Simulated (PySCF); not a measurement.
## CsRb and its ions

RHF-CCSD(T); basis Cs def2-SVPD with ECP46, Rb def2-SVPD with ECP28; scalar-relativistic core potentials; PySCF 2.14. Neutral (RHF): singlet (closed shell), Re = 4.571 Å, ωe = 42.9 cm⁻¹, De = 0.36 eV.

CsRb⁺ (UHF): doublet (σ ↑), Re = 5.265 Å, ωe = 34.2 cm⁻¹, De = 0.51 eV to Cs⁺ + Rb. The energies at the minima are -43.77709 hartree for CsRb and -43.64373 for CsRb⁺.

Question: Work out the adiabatic ionisation energy, without and with harmonic zero-point energies (1 hartree = 27.2114 eV, 1 eV = 8065.5 cm⁻¹), and the change of the bond length.

Answer: At CCSD(T): 0.13336 hartree = 3.629 eV between the minima; the zero-point term (34.2 − 42.9)/2 cm⁻¹ = -0.001 eV makes it 3.628 eV. Re changes by +69.4 pm against the neutral. The electron leaves a σ orbital, and the longer bond of the ion fits a bonding orbital, or a change in how ionic the bond is.

CsRb⁻ (ROHF): doublet (σ ↑), Re = 5.148 Å, ωe = 29.5 cm⁻¹, De = 0.44 eV to Cs + Rb⁻. The energies at the minima are -43.77709 hartree for CsRb and -43.79462 for CsRb⁻.

Question: Work out the adiabatic electron affinity, without and with harmonic zero-point energies (1 hartree = 27.2114 eV, 1 eV = 8065.5 cm⁻¹), and the change of the bond length.

Answer: At CCSD(T): 0.01753 hartree = 0.477 eV between the minima; the zero-point term (42.9 − 29.5)/2 cm⁻¹ = +0.001 eV makes it 0.478 eV. Re changes by +57.7 pm against the neutral. The electron enters a σ orbital, and the ion is left as a loose complex of an ion and an atom.

Correlated steps freeze no core orbitals. UHF and ROHF references stand side by side, which adds small steps between rows. Weak bonds: CsRb, CsRb⁻. Basis-set superposition, not corrected here, can be much of De in a small basis, most of all at correlated wavefunction levels. Spin–orbit coupling is left out. For an ion De counts to the pair picked by the measured ionisation energies or electron affinities, which need not be the lowest pair at this level. Where the molecule has an RHF reference, its open-shell atoms are computed with UHF. States were picked by a PBE0 search and need not be the measured ground states.

Neutral and ion stand on different kinds of reference determinant, which adds to the error of the difference.
